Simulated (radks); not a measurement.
These are the eigenvalues of the occupied orbitals of an atom or ion with whole-number occupations (hartree). Method: scalar-relativistic Kohn-Sham, r2SCAN, spin-polarised, spherical densities, finite nucleus; meta-GGA in the generalised Kohn-Sham scheme; Fermi nuclear charge, rms radius of each element as measured or else 0.836 A^(1/3) + 0.57 fm; computed with a radial shooting solver on a logarithmic mesh with Libxc functionals.

1s up: -1539.282
1s down: -1539.282
2s down: -248.5230
2s up: -248.5224
2p down: -222.2727
2p up: -222.2724
3s up: -54.05982
3s down: -54.02654
3p up: -45.69847
3p down: -45.66501
3d up: -33.96542
3d down: -33.93890
4s up: -11.06706
4s down: -10.96852
4p up: -8.32221
4p down: -8.22096
4d up: -4.38356
4d down: -4.27817
5s up: -1.71346
5s down: -1.65002
5p up: -1.04586
5p down: -0.99687
6s up: -0.31365
4f up: -0.27491

Which element is it, and in what charge state? The configuration may be excited. Open shells, if any, are filled with parallel spins first.

Answer. Z = 59, praseodymium, charge +1: Pr+ in [Xe] 4f3 6s1. The list shows which subshells hold electrons but not how many an open one holds; the 1s level, -1539.3 hartree, gives Z - s = 55.5 by -(Z - s)^2/2, which with screening and relativity narrows Z to a few neighbours, and the depths of the outer levels then fix element, charge and occupations together.
